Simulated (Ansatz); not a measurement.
Consider the substitution at a C–Si bond: `C[SiH]1N=C[SiH2]O1` + `OC(=S)[TeH]` → `COC(=S)[TeH]` + `C1=N[SiH2]O[SiH2]1`.

Gas-phase electronic energies from Ansatz, PBE0-D4/def2-TZVP geometries. CBS: MP2 limit from def2 TZ/QZ plus the TZ coupled-cluster correction, frozen cores. DFT in def2-TZVPP. B3LYP here is the variant with VWN-RPA as its local correlation; programs differ in this. def2 core potentials past Kr. For Te outer-core shells are correlated without core-valence functions, which leaves a few kJ/mol of doubt a bond. Each species was taken in one conformer, which may not be the lowest.

```json
{"level": "PBE-D4", "ΔE (eV)": "0.92"}
{"level": "r2SCAN-D4", "ΔE (eV)": "0.97"}
{"level": "B3LYP-D4", "ΔE (eV)": "0.90"}
{"level": "ωB97X-V", "ΔE (eV)": "0.92"}
```

**Question.** What does CCSD(T)/CBS give? (An estimate is asked.)

**Answer.** Computed: +0.95 eV. The listed levels differ from it by -0.03, 0.02, -0.05, -0.03 eV.

Largest T1 diagnostic among the species: 0.016.

From PBE to PBE0 (25 % exact exchange), in def2-TZVPP and without D4, ΔE moves by +0.04 eV. In def2-TZVPP, CCSD(T) changes the Hartree–Fock value by +0.05 eV (the triples alone add −0.02 eV) and MP2 by +0.08 eV.
